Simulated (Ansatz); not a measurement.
Ansatz (an electronic-structure program) input file for Si(CCH)(F)2(Me) (C3H4F2Si), SMILES C#C[Si](C)(F)F, CAM-B3LYP/def2-SVPD. Coordinates come from a PBE0-D3(BJ)/def2-SVP optimisation.

Ansatz 0.2 input:
```yaml
crystal:
  periodic: [false, false, false]
  atoms:
    - {symbol: C, position_ang: [-0.21134463, 2.71001111, 0.00000000]}
    - {symbol: C, position_ang: [-0.07657620, 1.50154626, -0.00000000]}
    - {symbol: Si, position_ang: [0.05405025, -0.31431609, -0.00000000]}
    - {symbol: C, position_ang: [-1.57727505, -1.16477381, -0.00000001]}
    - {symbol: F, position_ang: [0.91762552, -0.75763353, 1.29020894]}
    - {symbol: F, position_ang: [0.91762554, -0.75763353, -1.29020893]}
    - {symbol: H, position_ang: [-0.32233297, 3.78051980, -0.00000001]}
    - {symbol: H, position_ang: [-2.15723987, -0.88300217, -0.89173757]}
    - {symbol: H, position_ang: [-1.44597508, -2.25738811, -0.00000000]}
    - {symbol: H, position_ang: [-2.15723988, -0.88300218, 0.89173755]}
basis:
  gaussian:
    orbitals: def2-SVPD
hamiltonian:
  xc: {name: CAM-B3LYP}
```

Program output:

```
WARN ansatz: RAYON_NUM_THREADS=1 ignored (pool sized by the plan → 1); use --threads N
Functional definition: CAM-B3LYP
integrals: 0.11 GiB planned
1370 factors; their error is unknown
integrals: 0.14 GiB planned
552 factors; integrals over basis functions are off by at most 2.0e-5 eV
mean field: 1.04 GiB planned
mean field evaluation 1: about -16471.6463 eV, gradient 5.8e1 eV
mean field evaluation 2: about -16472.3275 eV, gradient 6.0e1 eV
mean field evaluation 4: about -16478.3439 eV, gradient 1.4e0 eV
mean field evaluation 8: about -16478.3520 eV, gradient 4.9e-2 eV
mean field evaluation 16: about -16478.4110 eV, gradient 2.5e-5 eV
mean field -16478.41103120 eV, -605.5704359286 hartree, gradient 2.5e-5 eV, S^2 0.000000; 0 other end points of the search recorded, 0 dependent functions left out
reference -16478.41117506 eV, -605.5704412152 hartree; 27, 27 occupied and 135, 135 virtual orbitals, 1370 factors
Total energy: -16478.41117506 eV, -605.5704412152 hartree
```

The run converged.

Cost: roughly 4 core-seconds.
